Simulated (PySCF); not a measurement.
Isomers of C3H9NSi2.

All values: PBE0/pcSseg-1 (PySCF) at GFN2-xTB geometries, gas phase, one conformer each.

Task: Rank by the highest Hirshfeld charge on any atom, highest value first.
A. `[N:1]#[C:2][CH2:3][CH:4]([SiH3:5])[SiH3:6]` with C2–C3–C4–Si5 -167°
B. `[CH3:1][SiH2:2][CH2:3][SiH2:4][C:5]#[N:6]` with C1–Si2–C3–Si4 69°, Si2–C3–Si4–C5 -64°
C. `[NH2:1][Si@H:2]1[CH:3]=[CH:4][CH2:5][SiH2:6]1` with H–N1–Si2–C3 -66° and 71°

Result: B (+0.390 e), A (+0.317 e), C (+0.295 e).

Task: Rank by dipole moment, lowest first.
A. `[NH2:1][Si@H:2]1[CH:3]=[CH:4][CH2:5][SiH2:6]1` with H–N1–Si2–C3 -66° and 71°
B. `[CH3:1][C:2]#[C:3][Si@@H:4]([NH2:5])[SiH3:6]` with C3–Si4–N5–H -60° and 77°
C. `[CH3:1][SiH2:2][CH2:3][SiH2:4][C:5]#[N:6]` with C1–Si2–C3–Si4 69°, Si2–C3–Si4–C5 -64°

Result: A (1.45 D), B (2.24 D), C (3.44 D).

Task: Rank by the lowest Hirshfeld charge on any atom, highest value first.
A. `[CH3:1][C:2]#[C:3][Si@@H:4]([NH2:5])[SiH3:6]` with C3–Si4–N5–H -60° and 77°
B. `[CH3:1][SiH2:2][CH2:3][SiH2:4][C:5]#[N:6]` with C1–Si2–C3–Si4 69°, Si2–C3–Si4–C5 -64°
C. `[N:1]#[C:2][CH2:3][CH:4]([SiH3:5])[SiH3:6]` with C2–C3–C4–Si5 -167°

Result: C (-0.227 e), B (-0.242 e), A (-0.319 e).

All values together:

```tsv
SMILES	μ (D)	HOMO (eV)	LUMO (eV)	lowest IAO charge (e)	highest IAO charge (e)	lowest Hirshfeld charge (e)	highest Hirshfeld charge (e)
CC#C[Si@@H](N)[SiH3]	2.24	-7.28	-0.25	-0.833 (N)	+0.774 (Si)	-0.319 (N)	+0.315 (Si)
C[SiH2]C[SiH2]C#N	3.44	-9.00	-0.44	-0.826 (C)	+0.772 (Si)	-0.242 (C)	+0.390 (Si)
N#CCC([SiH3])[SiH3]	3.51	-8.86	-0.14	-0.636 (C)	+0.596 (Si)	-0.227 (N)	+0.317 (Si)
N[Si@H]1C=CC[SiH2]1	1.45	-6.97	-0.37	-0.830 (N)	+0.744 (Si)	-0.322 (N)	+0.295 (Si)
```

Conformers: `[CH3:1][C:2]#[C:3][Si@@H:4]([NH2:5])[SiH3:6]` with C3–Si4–N5–H -60° and 77°; `[CH3:1][SiH2:2][CH2:3][SiH2:4][C:5]#[N:6]` with C1–Si2–C3–Si4 69°, Si2–C3–Si4–C5 -64°; `[N:1]#[C:2][CH2:3][CH:4]([SiH3:5])[SiH3:6]` with C2–C3–C4–Si5 -167°; `[NH2:1][Si@H:2]1[CH:3]=[CH:4][CH2:5][SiH2:6]1` with H–N1–Si2–C3 -66° and 71°.
